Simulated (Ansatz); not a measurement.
C$_{2}$H$_{8}$O$_{3}$SSi (`CCS[Si](O)(O)O`) at its PBE0-D4/def2-TZVP geometry, where that method's forces vanish. Total charge 0; spin multiplicity 1.

```csv
atom,x (Å),y (Å),z (Å)
C1,-1.574,-0.068,-1.403
C2,-0.090,-0.162,-1.685
S3,0.816,-1.238,-0.517
Si4,0.846,-0.030,1.216
O5,-0.544,0.075,2.071
O6,1.950,-0.699,2.220
O7,1.164,1.498,0.736
H8,-2.062,0.547,-2.164
H9,-2.038,-1.056,-1.411
H10,-1.764,0.383,-0.428
H11,0.096,-0.611,-2.662
H12,0.385,0.819,-1.673
H13,-0.815,-0.708,2.554
H14,2.793,-0.942,1.835
H15,0.838,2.194,1.311
```

(1) For each bond, give half the difference of the two atoms' forces along it (eV/Å; positive pushes the atoms apart) under PBE-D4, r2SCAN-D4, B3LYP-D4, ωB97M-V in def2-TZVPP. (Estimate.)

Answers

(1) Computed: 
```csv
bond,length (Å),PBE-D4,r2SCAN-D4,B3LYP-D4,ωB97M-V
C1–C2,1.513,-0.01,0.09,0.18,0.21
C1–H8,1.094,0.10,-0.03,-0.07,-0.09
C1–H9,1.092,0.11,-0.04,-0.06,-0.07
C1–H10,1.092,0.11,-0.03,-0.08,-0.07
C2–S3,1.828,0.17,0.19,0.24,0.06
C2–H11,1.092,0.11,-0.06,-0.13,-0.11
C2–H12,1.090,0.11,-0.06,-0.13,-0.12
S3–Si4,2.112,-0.06,-0.02,0.03,-0.04
Si4–O5,1.636,0.26,0.04,0.07,0.07
Si4–O6,1.635,0.23,0.03,0.07,0.07
Si4–O7,1.633,0.25,0.04,0.07,0.07
O5–H13,0.958,0.31,0.01,-0.02,-0.06
O6–H14,0.959,0.31,0.01,-0.03,-0.06
O7–H15,0.960,0.31,0.01,-0.03,-0.06
```

B3LYP here is the variant with VWN-RPA as its local correlation; programs differ in this.
